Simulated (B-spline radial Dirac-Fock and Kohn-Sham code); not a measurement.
## Cl⁶⁺: scattering cross sections and density moments

System: the Cl⁶⁺ ion, 1s2 2s2 2p6 3s1.

Method: Dirac-Fock orbitals of the configuration average with a finite nucleus. Computed with a B-spline atomic structure program.

| Property | Result |
| --- | --- |
| Sum of ⟨r⟩ | 4.741 bohr |
| Sum of ⟨r²⟩ | 3.521 bohr² |
| Sum of ⟨1/r⟩ | 60.581 per bohr |
| Langevin diamagnetic susceptibility | -2.79 × 10⁻⁶ cm³/mol |
| Lamb shielding (α²/3)Σ⟨1/r⟩ | 1075 ppm |

Coherent scattering is the Thomson cross section weighted by f₀², without anomalous dispersion; incoherent scattering is Klein-Nishina weighted by S. The Lamb formula is the non-relativistic shielding expression. Electron correlation is left out.

| hν (keV) | coherent (b) | incoherent (b) | incoherent per electron (b) |
| --- | --- | --- | --- |
| 1 | 79.29 | 0.08540 | 0.00776 |
| 5 | 60.24 | 1.152 | 0.105 |
| 10 | 37.38 | 2.475 | 0.225 |
| 20 | 15.64 | 4.154 | 0.378 |
| 50 | 3.774 | 5.252 | 0.477 |
| 200 | 0.2978 | 4.380 | 0.398 |
| 500 | 0.04924 | 3.165 | 0.288 |
| 1000 | 0.01238 | 2.319 | 0.211 |

Incoherent scattering overtakes coherent scattering between 20 and 50 keV.
